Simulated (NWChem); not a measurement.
System: CF cation, singlet

```xyz
2

C      0.0000     0.0000    -0.6977
F      0.0000     0.0000     0.4710
```
Atoms are numbered in this order, from 1.

Low-valent species are run as closed-shell singlets; no triplet was tried in these runs. Coordinates come from a B3LYP/6-31G* (spherical d) optimisation.

 Unshifted, non-relativistic core excitations; the lowest 4 roots alone, so stronger bands may lie above.

List the first F K-edge excitations from B3LYP/def2-TZVP, restricted-window TDA (NWChem).


```tsv
state	energy (eV)	dipole oscillator strength	leading excitation (squared amplitude)
S1	671.4	0.0236	1s of atom 2 or its equivalents → LUMO (1.00)
S2	671.4	0.0236	1s of atom 2 or its equivalents → LUMO+1 (1.00)
S3	680.4	0.0054	1s of atom 2 or its equivalents → LUMO+2 (0.99)
S4	683.3	0.0133	1s of atom 2 or its equivalents → LUMO+3 (0.94)
```
